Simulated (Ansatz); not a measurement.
Species, as SMILES: [F][Ge][F] (closed-shell singlet).
Geometry (B3LYP-D3(BJ)/def2-TZVP, fixed):
```xyz
3

Ge     0.0109    -0.0062     0.4176
F      0.6316     1.1604    -0.7423
F     -0.6702    -1.1385    -0.7424
```

How fast the dipole moment converges with the basis for several methods (Ansatz, a quantum-chemistry and plane-wave program): deviation from each method's own reference, in D. References: CCSD(T) 2.601 D, the value in aug-cc-pVQZ; HF 2.789 D, the value in aug-cc-pVQZ; MP2 2.560 D, the value in aug-cc-pVQZ; PBE 2.454 D, the value in aug-cc-pVQZ; PBE0 2.602 D, the value in aug-cc-pVQZ. All functions are spherical. In correlated methods cores are frozen (with 3d on Ga to Br). No added dispersion term, no relativity. The reference of a correlated method is not its basis-set limit, which lies further on.

| basis | functions | CCSD(T) | HF | MP2 | PBE | PBE0 |
|---|---|---|---|---|---|---|
| pcseg-0 | 40 | ? | 0.324 | -0.052 | -0.512 | -0.231 |
| cc-pVTZ | 103 | ? | -0.026 | -0.146 | -0.198 | -0.131 |
| pcseg-2 | 103 | ? | 0.113 | 0.074 | 0.040 | 0.063 |
| aug-pcseg-2 | 151 | ? | 0.008 | -0.004 | -0.004 | -0.001 |
| pcseg-3 | 188 | ? | 0.023 | 0.023 | 0.010 | 0.015 |
| def2-QZVP | 189 | ? | 0.012 | -0.009 | -0.026 | -0.010 |
| def2-QZVPP | 203 | ? | 0.022 | -0.002 | -0.021 | -0.004 |
| def2-QZVPPD | 227 | ? | 0.011 | 0.002 | -0.003 | 0.002 |

Problem. Complete the blanks.

Solution. 
- pcseg-0, CCSD(T): 0.003
- cc-pVTZ, CCSD(T): -0.155
- pcseg-2, CCSD(T): 0.052
- aug-pcseg-2, CCSD(T): -0.015
- pcseg-3, CCSD(T): 0.017
- def2-QZVP, CCSD(T): -0.017
- def2-QZVPP, CCSD(T): -0.011
- def2-QZVPPD, CCSD(T): -0.003

Mean absolute deviation over cc-pVTZ, pcseg-2, aug-pcseg-2: HF 0.049, PBE0 0.065, CCSD(T) 0.074, MP2 0.074, PBE 0.081 D.
